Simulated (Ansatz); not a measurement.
A structure relaxed at PBE-D4/def2-SVP in Ansatz, charge 0, doublet:

```xyz
7

Y     0.9422    0.7193   -1.8995
Si   -0.0098   -0.8347    1.1353
Si   -1.4249   -0.1584   -0.8242
Si    0.6076   -1.8342   -0.9237
Si   -2.0250    0.3725    1.4954
Si   -0.1535    1.5797    0.4646
Si    2.0634    0.1560    0.5520
```

Question: Give its formula and point group.

Answer: YSi₆ (the lowest doublet isomer of a short search). Point group Cs (tolerance 0.1 Å).

Question: Summarise the bond lengths by kind (pairs closer than 1.2 times the sum of covalent radii, bridged metal pairs left out).

Answer: 10 × Si–Si 2.37 to 2.64 Å; 5 × Si–Y 2.74 to 3.54 Å. The metal has 5 neighbours: Si 3.54 Å, Si 2.74 Å, Si 2.75 Å, Si 2.74 Å, Si 2.75 Å.

In the def2 sets Y takes a core potential; there is no spin–orbit coupling. The relaxation made no stability test and no search for a lower SCF solution. Another isomer (doublet) lies 0.07 eV lower at r2SCAN-D4/def2-TZVP.
